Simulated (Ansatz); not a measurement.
Ansatz (a first-principles code) input:

Ansatz 0.2 input:
```yaml
crystal:
  periodic: [false, false, false]
  atoms:
    - {symbol: Cu, position_ang: [-0.00000000, -0.00000000, -0.40395224]}
    - {symbol: F, position_ang: [0.00000000, 0.00000000, 1.30162387]}
basis:
  gaussian:
    orbitals: def2-TZVP
hamiltonian:
  xc: b3lyp
  dispersion: d3bj
total_charge: 1
magnetization: {spin_polarized: true, initial_magnetization: 1}
phonons: {temperatures: {t_min: 298.15, t_max: 298.15, t_step: 100}}
```

Problem. What final total energy does it print?

Solution. -1740.06846 Eh (B3LYP-D3(BJ)/def2-TZVP). The basis has 76 functions.

The spin state was set by rule; other spins were not relaxed.
